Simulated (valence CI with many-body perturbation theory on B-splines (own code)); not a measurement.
Dy⁴²⁺: E2, M1 decay

Method: configuration interaction combined with many-body perturbation theory (CI+MBPT): six valence electrons over a frozen Dirac-Fock core [Ar], a basis of 7 s, 7 p, 8 d, 6 f, 4 g, 1 h functions for each j, with the one-electron correlation potential Σ1 (screened to all orders), the two-electron term Σ2, the three-electron term Σ3, Breit, model QED; selected single and double excitations, second order for the rest, scaled by the run's own slope (own B-spline code, finite nucleus).

No measured spectrum was set against this ion. As an estimate, large intervals hold to a few tenths of a per cent, small ones and those within an open d or f shell to about a per cent. Core correlation moves these levels by up to 10000 cm⁻¹, and in measured spectra 5 to 20 % of such shifts remained as error; rates that hang on mixing are uncertain with them. Among the levels kept, up to 1000 cm⁻¹ of a level comes from second order outside the variational space, and about a tenth of that is noise between levels of different J, which matters for small intervals. Only levels of the ground parity were solved; by the run's estimate the other parity begins above the list, which can be wrong where configurations are misplaced.

Lines 1 to 50 of 116 in falling wavelength, among levels below 1422200 cm⁻¹, chosen from the decays that carry over 1 % of a level's rate. Wavelengths and rates use the calculated energies. Electric multipoles are in the length gauge with retardation, E1 and E2 with the static RPA response of the core. M1 uses the relativistic operator with retardation. S is in atomic units (e²a₀⁴ for E2 and M2, e²a₀⁶ for E3), for M1 in squared Bohr magnetons. Weak lines are less certain than strong ones. Lines between different terms over intervals too small for the method are left out, as are lines whose strength nearly cancels. The highest levels of a list are the least certain.

Levels are named by their leading jj configuration (3d3/2^4 stands for four electrons in 3d with j = 3/2), which in mixed levels can hold well under half, so a name can repeat and another be missing. Letters in brackets count levels of one name in rising energy.

```
λ vac (Å)                      Upper                      Lower  Type   A (s⁻¹)  S (a.u.)
     1953      (3d3/2^4 3d5/2^2) J=2      (3d3/2^4 3d5/2^2) J=4    E2  1.16e-02  1.47e-03
     1843      (3d3/2^3 3d5/2^3) J=5  (3d3/2^3 3d5/2^3) J=4 [a]    M1  1.38e+03  3.51e+00
     1142  (3d3/2^3 3d5/2^3) J=2 [b]  (3d3/2^3 3d5/2^3) J=3 [b]    M1  4.25e+03  1.17e+00
     1121  (3d3/2^3 3d5/2^3) J=4 [b]  (3d3/2^3 3d5/2^3) J=3 [b]    M1  2.11e+03  9.92e-01
     1037  (3d3/2^3 3d5/2^3) J=2 [b]  (3d3/2^3 3d5/2^3) J=2 [a]    M1  1.67e+03  3.46e-01
    937.8  (3d3/2^3 3d5/2^3) J=3 [b]  (3d3/2^3 3d5/2^3) J=4 [a]    M1  4.70e+03  1.01e+00
    915.0      (3d3/2^4 3d5/2^2) J=0      (3d3/2^4 3d5/2^2) J=2    E2  1.68e+00  9.64e-04
    814.0  (3d3/2^3 3d5/2^3) J=3 [c]  (3d3/2^3 3d5/2^3) J=2 [a]    M1  4.64e+03  6.50e-01
    800.4  (3d3/2^3 3d5/2^3) J=3 [b]  (3d3/2^3 3d5/2^3) J=3 [a]    M1  9.75e+03  1.30e+00
    706.4  (3d3/2^3 3d5/2^3) J=4 [b]      (3d3/2^3 3d5/2^3) J=5    M1  4.73e+03  5.56e-01
    703.8  (3d3/2^2 3d5/2^4) J=0 [b]        (3d3/2 3d5/2^5) J=1    M1  2.81e+04  3.63e-01
    690.5  (3d3/2^3 3d5/2^3) J=1 [a]      (3d3/2^4 3d5/2^2) J=0    M1  4.26e+04  1.56e+00
    629.7  (3d3/2^2 3d5/2^4) J=2 [d]  (3d3/2^2 3d5/2^4) J=2 [c]    M1  1.01e+04  4.68e-01
    607.3      (3d3/2^3 3d5/2^3) J=0  (3d3/2^3 3d5/2^3) J=1 [a]    M1  4.63e+04  3.85e-01
    564.8  (3d3/2^2 3d5/2^4) J=3 [a]  (3d3/2^3 3d5/2^3) J=2 [b]    M1  2.00e+04  9.37e-01
    563.5      (3d3/2^2 3d5/2^4) J=5  (3d3/2^3 3d5/2^3) J=4 [b]    M1  4.57e+04  3.33e+00
    555.0  (3d3/2^3 3d5/2^3) J=2 [b]  (3d3/2^3 3d5/2^3) J=1 [a]    M1  7.29e+03  2.31e-01
    536.0  (3d3/2^3 3d5/2^3) J=1 [b]  (3d3/2^3 3d5/2^3) J=1 [a]    M1  2.20e+04  3.78e-01
    517.8  (3d3/2^2 3d5/2^4) J=4 [c]      (3d3/2^2 3d5/2^4) J=5    M1  1.29e+04  5.97e-01
    514.3  (3d3/2^2 3d5/2^4) J=2 [a]  (3d3/2^3 3d5/2^3) J=3 [b]    M1  1.54e+04  3.89e-01
    510.7  (3d3/2^3 3d5/2^3) J=4 [b]  (3d3/2^3 3d5/2^3) J=4 [a]    M1  1.33e+04  5.91e-01
    470.6  (3d3/2^3 3d5/2^3) J=2 [b]  (3d3/2^3 3d5/2^3) J=3 [a]    M1  5.91e+04  1.14e+00
    453.8  (3d3/2^2 3d5/2^4) J=3 [b]  (3d3/2^3 3d5/2^3) J=4 [b]    M1  1.04e+05  2.52e+00
    452.5  (3d3/2^2 3d5/2^4) J=4 [c]  (3d3/2^2 3d5/2^4) J=4 [a]    M1  1.64e+04  5.06e-01
    450.9  (3d3/2^3 3d5/2^3) J=3 [a]      (3d3/2^4 3d5/2^2) J=2    M1  1.16e+05  2.76e+00
    450.5  (3d3/2^2 3d5/2^4) J=3 [b]  (3d3/2^3 3d5/2^3) J=2 [b]    M1  2.07e+04  4.91e-01
    425.8  (3d3/2^2 3d5/2^4) J=4 [b]  (3d3/2^3 3d5/2^3) J=3 [c]    M1  2.33e+04  6.01e-01
    424.2  (3d3/2^2 3d5/2^4) J=2 [d]  (3d3/2^2 3d5/2^4) J=2 [b]    M1  7.30e+03  1.03e-01
    418.8  (3d3/2^2 3d5/2^4) J=4 [a]  (3d3/2^3 3d5/2^3) J=3 [b]    M1  2.82e+04  6.92e-01
    418.6        (3d3/2 3d5/2^5) J=3  (3d3/2^2 3d5/2^4) J=4 [c]    M1  1.23e+05  2.34e+00
    412.7      (3d3/2^2 3d5/2^4) J=1  (3d3/2^3 3d5/2^3) J=1 [b]    M1  1.32e+05  1.03e+00
    402.1      (3d3/2^2 3d5/2^4) J=1  (3d3/2^3 3d5/2^3) J=2 [b]    M1  9.99e+04  7.23e-01
    394.1        (3d3/2 3d5/2^5) J=2  (3d3/2^2 3d5/2^4) J=2 [c]    M1  5.46e+04  6.20e-01
    393.5  (3d3/2^3 3d5/2^3) J=1 [a]      (3d3/2^4 3d5/2^2) J=2    M1  5.38e+05  3.64e+00
    383.3  (3d3/2^2 3d5/2^4) J=2 [b]  (3d3/2^3 3d5/2^3) J=1 [b]    M1  1.40e+04  1.46e-01
    378.5      (3d3/2^2 3d5/2^4) J=1      (3d3/2^3 3d5/2^3) J=0    M1  1.63e+05  9.83e-01
    377.9  (3d3/2^2 3d5/2^4) J=3 [a]  (3d3/2^3 3d5/2^3) J=3 [b]    M1  3.65e+04  5.12e-01
    374.6        (3d3/2 3d5/2^5) J=3  (3d3/2^2 3d5/2^4) J=2 [c]    M1  2.09e+05  2.85e+00
    374.2  (3d3/2^2 3d5/2^4) J=2 [b]  (3d3/2^3 3d5/2^3) J=2 [b]    M1  3.75e+04  3.64e-01
    366.3  (3d3/2^3 3d5/2^3) J=3 [a]      (3d3/2^4 3d5/2^2) J=4    M1  4.39e+05  5.60e+00
    365.6  (3d3/2^2 3d5/2^4) J=3 [a]  (3d3/2^3 3d5/2^3) J=2 [a]    M1  1.35e+05  1.72e+00
    348.4  (3d3/2^2 3d5/2^4) J=2 [a]  (3d3/2^3 3d5/2^3) J=1 [a]    M1  2.79e+05  2.19e+00
    343.5  (3d3/2^2 3d5/2^4) J=4 [a]      (3d3/2^3 3d5/2^3) J=5    M1  1.77e+05  2.39e+00
    343.3  (3d3/2^3 3d5/2^3) J=4 [a]      (3d3/2^4 3d5/2^2) J=4    M1  5.36e+05  7.24e+00
    323.0  (3d3/2^2 3d5/2^4) J=3 [b]  (3d3/2^3 3d5/2^3) J=3 [b]    M1  2.92e+05  2.55e+00
    322.5  (3d3/2^2 3d5/2^4) J=0 [a]  (3d3/2^3 3d5/2^3) J=1 [a]    M1  1.48e+06  1.84e+00
    314.7  (3d3/2^2 3d5/2^4) J=2 [c]  (3d3/2^3 3d5/2^3) J=3 [c]    M1  3.00e+05  1.73e+00
    314.0  (3d3/2^2 3d5/2^4) J=3 [b]  (3d3/2^3 3d5/2^3) J=2 [a]    M1  1.73e+05  1.39e+00
    313.7      (3d3/2^2 3d5/2^4) J=5      (3d3/2^3 3d5/2^3) J=6    M1  3.54e+05  4.46e+00
    313.5      (3d3/2^2 3d5/2^4) J=5      (3d3/2^3 3d5/2^3) J=5    M1  1.75e+05  2.20e+00
```
